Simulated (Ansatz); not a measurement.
Program: Ansatz. Geometries: PBE0-D4/def2-TZVP. ΔE: electronic, gas phase. CCSD(T)/CBS adds triple-zeta CCSD(T) − MP2 to the extrapolated MP2 energy (def2 sets, frozen cores). DFT in def2-TZVPP. HSE06 is defined as in plane-wave codes. For Ge outer-core shells are correlated without core-valence functions, which leaves a few kJ/mol of doubt a bond. Scalar relativity is left out up to krypton. One conformer a species, not always the lowest.

`CBBC` + `N[SiH2][GeH3]` → `CBBN` + `C[SiH2][GeH3]`  (redistribution)

Is it downhill or uphill in electronic energy at CCSD(T)/CBS, and by how much? (An estimate is asked.)

Computed: Downhill: ΔE = -84.8 kJ/mol.

What do these levels give: HSE06-D4, B2PLYP, r2SCAN0, BHLYP, RPA@PBE/def2-TZVPP, HF/def2-TZVPP? (An estimate is asked.)

The calculation gave: HSE06-D4 -88.0, B2PLYP -85.9, r2SCAN0 -84.7, BHLYP -82.4, RPA@PBE/def2-TZVPP -89.7, HF/def2-TZVPP -75.9 kJ/mol.

Largest T1 diagnostic among the species: 0.012.

At CCSD(T), def2-SVP lies −21.4 kJ/mol from the extrapolated value and def2-TZVPP −3.1 kJ/mol. From BLYP to BHLYP (50 % exact exchange), in def2-TZVPP and without D4, ΔE moves by +3.8 kJ/mol. Leaving LDA and LC-ωPBE aside and taking each functional with its dispersion term where it has one, the values, not all of them listed here, spread over 10.4 kJ/mol, from PBE-D4 to B97M-V. LDA lies −4.1 kJ/mol from PBE without D4.
